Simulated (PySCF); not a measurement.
**What the settings do**

Molecule: SMILES C#C[SiH2][SiH2]N, C2H7NSi2; geometry GFN2-xTB.

Geometry:
```tsv
atom	x (Å)	y (Å)	z (Å)
C1	2.750	-0.720	-0.023
C2	1.885	0.115	-0.047
Si3	0.493	1.339	-0.087
Si4	-1.520	0.278	0.278
N5	-1.353	-1.307	-0.379
H6	3.520	-1.438	-0.006
H7	0.819	2.335	0.947
H8	0.620	2.019	-1.385
H9	-1.908	0.296	1.705
H10	-2.662	0.840	-0.454
H11	-2.139	-1.936	-0.362
H12	-0.503	-1.821	-0.212
```

All runs: PySCF 2.14.0 with density-fitted response routines, non-relativistic, gas phase unless a solvent (IEF-PCM) is named; grid level 2, GIAOs and SCF threshold 1e-9 unless changed. The yardstick, PBE0/pcSseg-1, gives these isotropic shieldings σ (ppm, equivalent atoms averaged): C1 80.8, C2 104.1, Si4 408.5, N5 271.7, H9/H10 26.71, H6 29.79, H11/H12 31.67.

(1) What do these inputs give? (1) B3LYP/Sadlej pVTZ; damp 0.3; (2) revPBE/pcSseg-1; grid level 3; aux def2-qzvpp-jkfit; (3) PBE0/6-31G-J; diis off; max_cycle 73

(2) Comment on the technical settings and failures.

Answers

(1) 
```tsv
run	outcome	functions	wall time	C1	C2	Si4	N5	H9/H10	H6	H11/H12
1	converged	199	34 s	94.2	117.4	406.0	269.5	26.82	29.39	31.88
2	converged	134	19 s	82.4	104.5	399.5	266.4	26.56	29.90	31.85
3	refused	–	0.01 s	–	–	–	–	–	–	–
```

Times are on 1 thread of an Intel Xeon Platinum 8488C, shared host.

(2) 
- Run 1: The functional and orbital basis differ from the yardstick's, which in itself moves the values. The damping changes the path of the SCF (15 cycles), not the solution, provided the same state is reached.
- Run 2: The functional differs from the yardstick's, which in itself moves the values. The other auxiliary basis adds little: it changes only the density-fitting error.
- Run 3: The basis set has no functions for an element of the molecule, so the input is rejected.

Run 3 was set up unsoundly or failed; its numbers aren't to be quoted as properties of the molecule.
